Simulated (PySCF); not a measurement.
Record of a relaxation.

Species: CH₇FSi₂.
Bonds: F1–Si2, Si2–C3, C3–Si4. Hydrogens: H5, H6 on Si2; H7, H8 on C3; H9, H10, H11 on Si4.

Computed by this run: PySCF 2.14.0, PBE0-D3(BJ)/def2-SVP geometry optimisation, gas phase; density fitting, grid level 1; the optimiser is geomeTRIC in internal coordinates, started from a GFN2-xTB structure with every atom displaced at random (about 0.01 Å). The frame can shift and turn from step to step; on so coarse a grid that alone can change the energy by a few meV, and forces under 0.02 eV/Å are noise.

Step 0: E = -19606.3024 eV, largest atomic force 1.631 eV/Å
```
atom  x, y, z in Å  |  force x, y, z in eV/Å
F1      1.612    1.677   -0.122   -0.158   1.586  -0.347
Si2     1.597    0.115    0.178   -0.799  -0.788  -0.548
C3     -0.025   -0.608   -0.509    1.153   0.704   0.793
Si4    -1.568    0.189    0.167   -0.445  -0.722   0.091
H5      2.785   -0.377   -0.523    0.365  -0.512  -0.127
H6      1.701    0.032    1.627    0.023  -0.388   0.684
H7      0.007   -0.512   -1.587   -0.015   0.140  -0.724
H8     -0.011   -1.671   -0.299   -0.152  -0.740   0.220
H9     -1.660    0.010    1.643    0.083   0.022   0.120
H10    -2.753   -0.488   -0.436   -0.112  -0.005  -0.017
H11    -1.647    1.606   -0.154    0.058   0.703  -0.144
```

Step 1: E = -19606.4295 eV, largest atomic force 0.404 eV/Å
```
atom  x, y, z in Å  |  force x, y, z in eV/Å
F1      1.611    1.712   -0.220    0.036  -0.394   0.082
Si2     1.637    0.107    0.105   -0.102  -0.112   0.047
C3      0.080   -0.695   -0.538   -0.040  -0.008  -0.215
Si4    -1.548    0.002    0.109    0.105   0.160   0.043
H5      2.829   -0.515   -0.545    0.016   0.177  -0.035
H6      1.728   -0.097    1.581    0.026   0.164  -0.017
H7      0.089   -0.622   -1.642   -0.037  -0.013   0.067
H8      0.120   -1.776   -0.297    0.067   0.116   0.020
H9     -1.577   -0.140    1.596   -0.044  -0.012   0.021
H10    -2.725   -0.708   -0.473    0.010  -0.041  -0.018
H11    -1.642    1.455   -0.229   -0.037  -0.039   0.004
```

Step 2: E = -19606.4448 eV, largest atomic force 0.063 eV/Å
```
atom  x, y, z in Å  |  force x, y, z in eV/Å
F1      1.605    1.680   -0.216   -0.007  -0.047   0.009
Si2     1.636    0.082    0.109    0.009   0.032   0.008
C3      0.075   -0.699   -0.543    0.024  -0.009  -0.055
Si4    -1.544    0.010    0.112    0.024   0.049   0.033
H5      2.845   -0.488   -0.550    0.001   0.006  -0.019
H6      1.743   -0.077    1.587   -0.021   0.003   0.000
H7      0.080   -0.624   -1.645   -0.004   0.005   0.022
H8      0.117   -1.777   -0.301   -0.015  -0.002   0.017
H9     -1.589   -0.137    1.600   -0.008  -0.004  -0.007
H10    -2.715   -0.709   -0.478    0.005  -0.018  -0.004
H11    -1.651    1.460   -0.226   -0.006  -0.014  -0.003
```

Step 3: E = -19606.4454 eV, largest atomic force 0.031 eV/Å
```
atom  x, y, z in Å  |  force x, y, z in eV/Å
F1      1.600    1.678   -0.213   -0.002  -0.002   0.002
Si2     1.635    0.081    0.108    0.014   0.010   0.006
C3      0.076   -0.699   -0.545    0.019  -0.014  -0.021
Si4    -1.541    0.012    0.113    0.000   0.013   0.007
H5      2.846   -0.484   -0.554   -0.001   0.004  -0.005
H6      1.738   -0.079    1.587   -0.006  -0.004   0.001
H7      0.079   -0.625   -1.646   -0.005   0.003   0.002
H8      0.116   -1.776   -0.300   -0.016   0.000   0.009
H9     -1.588   -0.134    1.601    0.000  -0.001  -0.001
H10    -2.708   -0.713   -0.476    0.000  -0.006   0.002
H11    -1.652    1.461   -0.228   -0.002  -0.002  -0.003
```

Step 4: E = -19606.4456 eV, largest atomic force under 0.02 eV/Å
```
atom  x, y, z in Å  |  force x, y, z in eV/Å
F1      1.597    1.678   -0.209   -0.001   0.013  -0.001
Si2     1.636    0.081    0.108   -0.001  -0.007   0.002
C3      0.077   -0.700   -0.546    0.015  -0.005   0.000
Si4    -1.539    0.013    0.114   -0.007  -0.005  -0.006
H5      2.848   -0.478   -0.557    0.000   0.003   0.001
H6      1.735   -0.082    1.587    0.003  -0.005   0.000
H7      0.077   -0.626   -1.647   -0.001  -0.001  -0.004
H8      0.113   -1.777   -0.299   -0.009   0.002   0.003
H9     -1.584   -0.130    1.602    0.003   0.003   0.002
H10    -2.704   -0.718   -0.471   -0.001   0.000   0.005
H11    -1.654    1.460   -0.233   -0.002   0.002  -0.002
```

**Question.** Summarise the path.

**Answer.** The energy falls by 3.30 kcal/mol from step 0 to step 4; nine tenths of that is first reached at step 2. It falls at every step. The largest force goes from 1.631 to under 0.02 eV/Å. Among the bonds Si2–C3 changes most, from 1.904 to 1.862 Å; the atoms move by 0.046 Å rms after alignment.

What follows is the cost of the whole optimisation. On one thread of an Arm Neoverse V2, shared host with 96 logical CPUs at a one-minute load of 148, this took 15 s wall and 0.41 GiB of memory at its peak.
